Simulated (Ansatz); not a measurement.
Cost and result up the ladder for AlI₃ (4 atoms). Charge 0, multiplicity 1. Geometry: r2SCAN-D4/def2-SVP.

```xyz
4

Al    0.000    0.000    0.000
I    -1.549    0.337   -1.880
I     0.110    1.656    1.815
I     1.439   -1.993    0.065
```

Ansatz on 4 threads of Arm Neoverse V1 on a shared host. Times are rough, and most runs start from the orbitals of an earlier one. ωB97M-V/def2-TZVP serves as the yardstick here, not as an exact answer. Differences are given only for rows in sets of like size (and for xTB, whose basis is part of the method), since another set adds its own error. Binding counts from free atoms at the same level (Al doublet, I doublet; other spins of the atoms weren't run), without zero-point energy or a counterpoise term.

In the def2 sets I takes a core potential; there is no spin–orbit coupling. LC-ωPBE has ω = 0.4 bohr⁻¹. Correlated methods freeze 17 core orbitals; core or outer-core shells of I are correlated, in sets that lack core-valence functions. The rows differ in basis, and correlated rows in double-zeta sets carry the largest basis error.

Correlated methods converge slowly with the basis, most of all in double-zeta sets.

```tsv
level	functions	wall time	binding energy per atom (eV)	difference from ωB97M-V/def2-TZVP (eV)
PBE-D4/def2-SVP	96	0.95 s	2.44	–
PBE0-D4/def2-SVP	96	1.6 s	2.42	–
PBE-D4/def2-TZVP	187	1.8 s	2.45	0.10
revPBE-D4/def2-TZVP	187	1.8 s	2.36	0.01
LC-ωPBE/def2-TZVP	187	2.5 s	2.32	-0.02
HF/def2-TZVP	187	3.3 s	1.76	-0.59
MP2/def2-TZVP	187	3.4 s	2.52	0.18
CCSD(T)/def2-SVP	96	3.4 s	2.19	–
CAM-B3LYP-D4/def2-TZVP	187	3.7 s	2.30	-0.05
r2SCAN-D4/def2-TZVP	187	4.2 s	2.46	0.11
PBE0-D4/def2-TZVP (with forces)	187	4.9 s	2.43	0.09
RPA@PBE/def2-TZVP	187	6 s	2.05	-0.29
ωB97X-V/def2-TZVP	187	8 s	2.40	0.05
ωB97M-V/def2-TZVP	187	11 s	2.35	0.00
```
